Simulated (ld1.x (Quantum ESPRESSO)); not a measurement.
**Varying the TM semilocal potential for iodine**

Base potential:

| Quantity | Value |
| --- | --- |
| Element | iodine (I) |
| Generator | ld1.x (Quantum ESPRESSO) 7.5 |
| Type | norm-conserving Troullier–Martins (semilocal form) |
| Functional | PW91 |
| Relativity | scalar-relativistic |
| Frozen core | [Kr] 4d10 |
| Valence charge | 7 |
| Reference configuration | 5s2 5p5 |
| Partial waves | 5p (bound): rc 1.75 bohr; 5s (bound): rc 1.50 bohr |
| Local potential | the s channel |
| Core correction | none |

All-electron outer shells of the reference configuration (PW91, scalar-relativistic, ld1.x):

```json
{"shell": "4p", "level (eV)": "-127.60", "outermost node (bohr)": "0.37", "outermost maximum (bohr)": "0.72"}
{"shell": "4d", "level (eV)": "-50.33", "outermost node (bohr)": "0.35", "outermost maximum (bohr)": "0.78"}
{"shell": "5s", "level (eV)": "-17.48", "outermost node (bohr)": "0.88", "outermost maximum (bohr)": "1.70"}
{"shell": "5p", "level (eV)": "-7.13", "outermost node (bohr)": "0.96", "outermost maximum (bohr)": "2.02"}
```

Cutoffs, loose and tight: the cutoffs (Ry, on a coarse ladder) from which the occupation-weighted sum of valence levels, in a spherical-Bessel basis at the reference potential, stays within 10 and 1 mRy of its value at 400 Ry. They do not see the model core or the augmentation charge, which bear on the density cutoff. Test errors are all-electron minus pseudo excitation energies from the reference, over the configurations 5s2 5p4; 5s2 5p3; 5s2 5p2; 5s2 5p4.5; 5s1 5p5; 5s1 5p6; 5s2 5p5.3. A dash means not determined; rows that change the core or the reference have their own tests. The largest error is taken over the tests solved by every variant that gives reliable tests at all: 5s1 5p6; 5s2 5p4; 5s2 5p4.5; 5s2 5p5.3.

A semilocal file is local in each channel, so a ghost entry of none says nothing of the separable form that plane-wave codes build from it.

| change | outcome | cutoff, loose | cutoff, tight | bound ghosts | largest test error (meV) |
| --- | --- | --- | --- | --- | --- |
| base | generated | 55 Ry | 100 Ry | none | +7.7 |
| wave 5p (bound): rc 1.75 bohr becomes 5p (bound): rc 1.18 bohr | generated, misses its reference levels by 0.57 eV | 230 Ry | over 300 Ry | none | -397 |
| wave 5p (bound): rc 1.75 bohr becomes 5p (bound): rc 1.32 bohr | generated | 180 Ry | 200 Ry | none | +46 |
| wave 5p (bound): rc 1.75 bohr becomes 5p (bound): rc 1.60 bohr | generated | 60 Ry | 110 Ry | none | +10 |
| wave 5p (bound): rc 1.75 bohr becomes 5p (bound): rc 1.82 bohr | generated | 50 Ry | 100 Ry | none | +7.5 |
| wave 5p (bound): rc 1.75 bohr becomes 5p (bound): rc 1.94 bohr | generated | 40 Ry | 100 Ry | none | +7.5 |
| wave 5p (bound): rc 1.75 bohr becomes 5p (bound): rc 2.14 bohr | generated | 40 Ry | 100 Ry | none | +7.6 |
| wave 5p (bound): rc 1.75 bohr becomes 5p (bound): rc 2.34 bohr | generated | 40 Ry | 100 Ry | none | +9.1 |
| wave 5p (bound): rc 1.75 bohr becomes 5p (bound): rc 2.66 bohr | generated | 40 Ry | 100 Ry | none | +14 |

Reading the sweep of the p radius (base included, trends over the rows without a ghost): The loose cutoff falls from 230 Ry at 1.18 to 40 Ry at 2.66 bohr. A larger radius leaves more room for a smooth pseudo-wave, so fewer plane waves are needed; a smaller one forces it to follow the all-electron wave where it bends sharply. The median size of the test errors (rows with all tests solved) is not monotonic: lowest 0.7 meV at 1.6 bohr, highest 46.0 meV at 1.32 bohr.
